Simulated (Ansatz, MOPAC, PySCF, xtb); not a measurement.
Complex: C2H6 (SMILES CC) (first 8 atoms) with C2H6O (SMILES COC); geometry from B3LYP-D3(BJ)/def2-TZVP, rigid monomers moved along the line of their centres of mass till H5···O10 is 2.96 Å.
(charge 0, multiplicity 1):
```xyz
17

C     -0.3239     0.7615     0.0300
C      0.1725    -0.6803    -0.0351
H     -1.3851     0.8256    -0.2208
H      0.2178     1.3972    -0.6736
H     -0.1888     1.1746     1.0301
H     -0.3752    -1.3199     0.6602
H      1.2313    -0.7461     0.2239
H      0.0506    -1.1033    -1.0346
C      1.1895    -0.3384     4.0862
O      0.1145     0.5566     3.9059
C     -1.1397    -0.0594     4.0933
H      1.1371    -1.1747     3.3776
H      1.2041    -0.7454     5.1060
H      2.1093     0.2179     3.9119
H     -1.2925    -0.8821     3.3828
H     -1.9036     0.6987     3.9278
H     -1.2424    -0.4564     5.1119
```

Interaction energies are E(AB) − E(A) − E(B) at the monomers' geometry in the complex; basis-set methods are counterpoise corrected. Rows marked so take none.

Rows in 6-31G* carry no dispersion term and start afresh at each structure (6-31G* with six Cartesian d functions). MP2/6-31G* freezes PySCF's default core. The state that AM1, PM3, PM6 reach isn't checked.

The values were computed with Ansatz (Gaussian orbitals); MOPAC for AM1, PM3, PM6 (differences of heats of formation); PySCF for 6-31G* rows, the dispersion terms; xtb for the GFN methods. Each number belongs to the level named beside it.

| level | interaction energy (kJ/mol) |
|---|---|
| GFN-FF | -4.6 |
| AM1 | 0.3 |
| PM3 | -1.4 |
| PM6 | -0.9 |
| B3LYP/6-31G* (no counterpoise) | -3.3 |
| B3LYP/def2-TZVPPD | 0.5 |
| B3LYP-D4/def2-TZVPPD | -5.5 |
| wB97X-V/def2-TZVPPD | -5.8 |
| MP2/6-31G* (no counterpoise) | … |

**Question.** What belongs in the gaps?

**Answer.** 
- MP2/6-31G* (no counterpoise), interaction energy (kJ/mol): -6.8

Ansatz is a quantum-chemistry and plane-wave program.
